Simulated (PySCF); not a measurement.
# GeP: from constants to spectrum

ROHF-CCSD(T) constants of GeP, ²Π (doublet), unpaired electrons π ↑ (basis Ge x2c-TZVPPall, P x2c-TZVPPall; spin-free X2C with a Gaussian nucleus; PySCF 2.14; masses 73.9212 and 30.9738 u):

- ωe: 475.8 cm⁻¹
- ωexe: 1.6 cm⁻¹
- Be: 0.16528 cm⁻¹
- αe: 0.000721 cm⁻¹
- De to Ge + P: 3.08 eV

Problem. What force constant and bond length do these constants imply?

Solution. Reduced mass μred = 21.828 u; k = 5.8918×10⁻⁷·μred·ωe² (u, cm⁻¹, mdyn/Å) = 2.91 mdyn/Å; Re = √(16.8576/(μred·Be)) (u, cm⁻¹, Å) = 2.162 Å.

Problem. Estimate the centrifugal constant D from the Kratzer relation and find the Dunham coefficient a1.

Solution. D = 4Be³/ωe² = 7.98e-08 cm⁻¹; a1 = −1 − αeωe/(6Be²) = -3.09.

Correlated steps freeze 14 core orbitals. Spin–orbit coupling is left out. The state was picked by a PBE0 search and need not be the measured ground state.
